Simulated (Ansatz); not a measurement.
`CC1=CC(C(F)(F)F)=[O+][Ti-]([OH])([F])([F])[O]1` and `CC1=CC(C(F)(F)F)=[O+][Ti-]([F])([F])([Cl])[O]1` differ in one atom or group.

Ansatz, PBE0-D4/def2-TZVP geometries, multiplicity 1. Each molecule was computed in one conformer, which needn't be the lowest.

Scalar relativity is left out up to krypton.

```json
{"property": "LUMO energy (PBE0/def2-TZVPP) / eV", "`CC1=CC(C(F)(F)F)=[O+][Ti-]([OH])([F])([F])[O]1`": "-2.86"}
{"property": "size of the dipole moment (PBE/def2-TZVPP) / D", "`CC1=CC(C(F)(F)F)=[O+][Ti-]([OH])([F])([F])[O]1`": "6.24"}
{"property": "LUMO energy (PBE/def2-TZVPP) / eV", "`CC1=CC(C(F)(F)F)=[O+][Ti-]([OH])([F])([F])[O]1`": "-3.65"}
{"property": "LUMO energy (ωB97M-V/def2-TZVPP) / eV", "`CC1=CC(C(F)(F)F)=[O+][Ti-]([OH])([F])([F])[O]1`": "-0.76"}
{"property": "HOMO energy (PBE/def2-TZVPP) / eV", "`CC1=CC(C(F)(F)F)=[O+][Ti-]([OH])([F])([F])[O]1`": "-7.09"}
{"property": "size of the dipole moment (ωB97M-V/def2-TZVPP) / D", "`CC1=CC(C(F)(F)F)=[O+][Ti-]([OH])([F])([F])[O]1`": "6.64"}
```

Give the same properties after the change, and the shifts. (Best estimate.)

Computed: 
```csv
property,`CC1=CC(C(F)(F)F)=[O+][Ti-]([F])([F])([Cl])[O]1`,shift
LUMO energy (PBE0/def2-TZVPP) / eV,-3.25,-0.39
size of the dipole moment (PBE/def2-TZVPP) / D,5.75,-0.49
LUMO energy (PBE/def2-TZVPP) / eV,-4.02,-0.37
LUMO energy (ωB97M-V/def2-TZVPP) / eV,-1.14,-0.38
HOMO energy (PBE/def2-TZVPP) / eV,-7.31,-0.22
size of the dipole moment (ωB97M-V/def2-TZVPP) / D,6.05,-0.59
```

With PBE0 the HOMO falls by 0.22 eV and the LUMO falls by 0.39 eV, so the gap narrows by about 0.17 eV. PBE moves the HOMO by -0.22 eV and ωB97M-V by -0.21 eV. Dipoles are sizes alone; their direction can turn.
